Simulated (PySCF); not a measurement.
**MGe for M along the alkali metals**

MP2 with double-zeta basis sets in PySCF, for the lowest determinant that a PBE0 search found; no spin–orbit coupling. De refers to high-spin ground-configuration atoms.

```csv
M,basis,"reference, frozen orbitals",state (unpaired electrons),Re (Å),ωe (cm⁻¹),De (eV)
Li,cc-pVDZ/cc-pVDZ-PP,"UHF, 4","quartet (σ ↑, π ↑↑)",2.426,411,1.63
Na,cc-pVDZ/cc-pVDZ-PP,"UHF, 5","quartet (σ ↑, π ↑↑)",2.776,212,1.26
K,def2-SVP,"UHF, 14","quartet (σ ↑, π ↑↑)",3.124,161,1.38
Cs,def2-SVP,"UHF, 9","quartet (σ ↑, π ↑↑)",3.436,115,1.45
```

Problem. The row for M = Rb is missing. Estimate Re, ωe and De as the mean of the rows for K and Cs, and compare with the calculation.

Solution. The means are 3.280 Å, 138 cm⁻¹ and 1.42 eV. UHF-MP2 in def2-SVP gives RbGe as a quartet (σ ↑, π ↑↑) with Re = 3.268 Å, ωe = 128 cm⁻¹, De = 1.33 eV, so the estimate is off by +1.2 pm, +8 % and +0.08 eV.

The rows differ in basis set, which adds steps of its own.

Correlated steps freeze the inner cores (4 to 14 orbitals); shallow outer-core shells are correlated. Correlated levels converge slowly with the basis: in double zeta they bind strong bonds too weakly, by up to about 1 eV, and carry superposition errors of some tenths. These are scalar-relativistic numbers at best; spin–orbit coupling would shift them, the dissociation energy most. States were picked by a PBE0 search and need not be the measured ground states.
